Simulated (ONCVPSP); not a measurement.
## Logarithmic derivatives: Rh (Z = 45), ONCV

```json
{"Element": "Rh (Z = 45)", "Generator": "ONCVPSP 4.0.1", "Type": "optimised norm-conserving Vanderbilt (ONCV)", "Functional": "LDA (Perdew-Zunger)", "Relativity": "scalar-relativistic", "Frozen core": "[Kr]", "Valence charge": "9", "Reference configuration": "4d8 5s0.5 5p0.5", "Partial waves": "5s: rc 2.35 bohr, ncon 3, nbas 6, qcut 2.7 1/bohr, 1 projector; 5p: rc 2.60 bohr, ncon 4, nbas 7, qcut 3 1/bohr, 1 projector; 4d: rc 1.75 bohr, ncon 4, nbas 9, qcut 9.6 1/bohr, 2 projectors, debl 1.8 Ha", "Local potential": "polynomial inside 1.50 bohr (lpopt 5, dvloc0 -1 Ha)", "Core correction": "Teter function, fcfact 2.75, rcfact 1.3"}
```

The phase is arctan(r·R′/R) of the radial function R(r), unwrapped; energies in Ha, scanned from -2 to 5 Ha. A pole is an energy at which the radial function vanishes at the test radius. The pseudo phase is shifted by a multiple of π to meet the all-electron one at the reference energy, and phase errors are pseudo minus all-electron; the curves can meet again beyond the range given. Levels narrower than the energy grid can be missing from the lists of poles.

```json
{"channel": "s", "radius (bohr)": "2.38", "reference energy (Ha)": "-0.19", "poles, all-electron": "1.52", "poles, pseudo": "1.15, 3.61", "unbroken range about the reference energy with phases within 0.05 rad": "below 1.0", "phase error 1 Ha above the reference energy (rad)": "-0.033"}
{"channel": "p", "radius (bohr)": "2.64", "reference energy (Ha)": "-0.05", "poles, all-electron": "-1.87, 1.55", "poles, pseudo": "-0.87, 1.42, 4.87", "unbroken range about the reference energy with phases within 0.05 rad": "-0.7 to 1.8", "phase error 1 Ha above the reference energy (rad)": "-0.011"}
{"channel": "d", "radius (bohr)": "1.78", "reference energy (Ha)": "-0.26", "poles, all-electron": "0.61", "poles, pseudo": "0.61", "unbroken range about the reference energy with phases within 0.05 rad": "the whole range", "phase error 1 Ha above the reference energy (rad)": "-0.000"}
```

Note: ghosts flagged at negative energy: s at -108.0 eV, p at -24.0 eV; no localised positive-energy state flagged. A true bound ghost makes a file unfit for plane-wave use.

Phases in the p channel:

| E (Ha) | all-electron | pseudo |
| --- | --- | --- |
| -1.98 | 1.157 | 1.313 |
| -1.80 | -1.739 | 1.295 |
| -1.62 | -1.817 | 1.272 |
| -1.44 | -1.856 | 1.244 |
| -1.26 | -1.893 | 1.204 |
| -1.08 | -1.937 | 1.141 |
| -0.90 | -1.994 | 0.157 |
| -0.72 | -2.075 | -2.039 |
| -0.54 | -2.199 | -2.188 |
| -0.36 | -2.409 | -2.406 |
| -0.18 | -2.790 | -2.790 |
| 0.00 | -3.378 | -3.378 |
| 0.18 | -3.904 | -3.905 |
| 0.36 | -4.210 | -4.213 |
| 0.54 | -4.382 | -4.387 |
| 0.72 | -4.488 | -4.496 |
| 0.90 | -4.561 | -4.571 |
| 1.08 | -4.614 | -4.628 |
| 1.26 | -4.657 | -4.675 |
| 1.44 | -4.692 | -4.717 |
| 1.62 | -4.725 | -4.757 |
| 1.80 | -4.755 | -4.801 |
| 1.98 | -4.786 | -4.851 |
| 2.16 | -4.819 | -4.920 |
| 2.34 | -4.857 | -5.029 |
| 2.52 | -4.905 | -5.246 |
| 2.70 | -4.970 | -5.827 |
| 2.88 | -5.071 | -6.864 |
| 3.06 | -5.250 | -7.351 |
| 3.24 | -5.640 | -7.537 |
| 3.42 | -6.432 | -7.632 |
| 3.60 | -7.094 | -7.690 |
| 3.78 | -7.387 | -7.730 |
| 3.96 | -7.529 | -7.760 |
| 4.14 | -7.612 | -7.784 |
| 4.32 | -7.666 | -7.804 |
| 4.50 | -7.704 | -7.822 |
| 4.68 | -7.734 | -7.838 |
| 4.86 | -7.757 | -7.853 |
